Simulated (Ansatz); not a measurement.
`OCO[SiH3]` + `[NH2][GeH2][OH]` → `[OH][GeH2][NH][SiH3]` + `OCO`  (ligand exchange at the Si–O bond)

Program: Ansatz. Geometries: PBE0-D4/def2-TZVP. ΔE: electronic, gas phase. CBS: MP2 limit from def2 TZ/QZ plus the TZ coupled-cluster correction, frozen cores. This one scheme is used for every species. DFT in def2-TZVPP. For Ge outer-core shells are correlated without core-valence functions, which leaves a few kJ/mol of doubt a bond. Scalar relativity is left out up to krypton. Each species was taken in one conformer, which may not be the lowest.

```json
{"level": "PBE-D4", "ΔE (kJ/mol)": "8.3"}
{"level": "PBE0", "ΔE (kJ/mol)": "10.3"}
{"level": "MP2/def2-QZVPP", "ΔE (kJ/mol)": "10.3"}
{"level": "SCS-MP2/def2-QZVPP", "ΔE (kJ/mol)": "12.4"}
```

(1) What does CCSD(T)/CBS give? (Best estimate.)

Largest T1 diagnostic among the species: 0.012.

Results:

(1) Computed: +10.5 kJ/mol. The listed levels differ from it by -2.2, -0.2, -0.2, 1.9 kJ/mol.

In def2-TZVPP, CCSD(T) changes the Hartree–Fock value by −10.6 kJ/mol (the triples alone add −1.4 kJ/mol) and MP2 by −10.8 kJ/mol. The D4 term adds −3.1 kJ/mol with B3LYP and −1.7 kJ/mol with PBE0; it sums over pairs of atoms, weighted by their polarisabilities, and B3LYP, whose exchange is more repulsive, gets the larger term.

B3LYP here is the variant with VWN-RPA as its local correlation; programs differ in this.
